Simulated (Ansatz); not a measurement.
GaH2Et (C2H7Ga). Charge 0, multiplicity 1. Geometry r2SCAN-D4/def2-SVP.

```
atom    x (Å)    y (Å)    z (Å)
  C1  -0.2259   0.5101   0.3232
  C2   0.4772   0.7162  -1.0187
 Ga3  -0.3828  -1.3490   0.9610
  H4   0.1777  -2.5421   0.1037
  H5  -1.0732  -1.6463   2.3413
  H6   0.2780   1.0815   1.1273
  H7  -1.2521   0.9254   0.3015
  H8   0.5174   1.7806  -1.3088
  H9   1.5159   0.3470  -0.9963
 H10  -0.0323   0.1765  -1.8343
```

Another isomer (singlet) lies 0.48 eV lower at PBE0-D4/def2-TZVP; other spin states weren't run for this one.

(1) Estimate the orbital energies around the gap (eV) in Ansatz with HF/STO-3G, PBE-D4/def2-TZVP, r2SCAN-D4/def2-TZVP, r2SCANh-D4/def2-TZVP, PBE0-D4/def2-SVP.

Answers

(1) 
| orbital | HF/STO-3G | PBE-D4/def2-TZVP | r2SCAN-D4/def2-TZVP | r2SCANh-D4/def2-TZVP | PBE0-D4/def2-SVP |
| --- | --- | --- | --- | --- | --- |
| HOMO−5 | -9.28 | -10.60 | -11.01 | -11.59 | -12.14 |
| HOMO−4 | -7.97 | -9.73 | -10.10 | -10.65 | -11.19 |
| HOMO−3 | -7.83 | -8.91 | -9.24 | -9.76 | -10.33 |
| HOMO−2 | -7.31 | -8.22 | -8.54 | -9.06 | -9.59 |
| HOMO−1 | -6.98 | -6.99 | -7.31 | -7.77 | -8.20 |
| HOMO | -6.95 | -6.33 | -6.57 | -7.01 | -7.51 |
| LUMO | 4.91 | -2.19 | -1.88 | -1.60 | -1.35 |
| LUMO+1 | 11.51 | 0.10 | 0.64 | 0.90 | 1.27 |
| LUMO+2 | 15.11 | 0.84 | 1.43 | 1.69 | 2.20 |
| LUMO+3 | 15.55 | 1.21 | 1.88 | 2.09 | 2.40 |
| LUMO+4 | 17.41 | 1.81 | 2.62 | 2.83 | 2.96 |
| LUMO+5 | 18.79 | 2.00 | 2.79 | 3.04 | 3.48 |
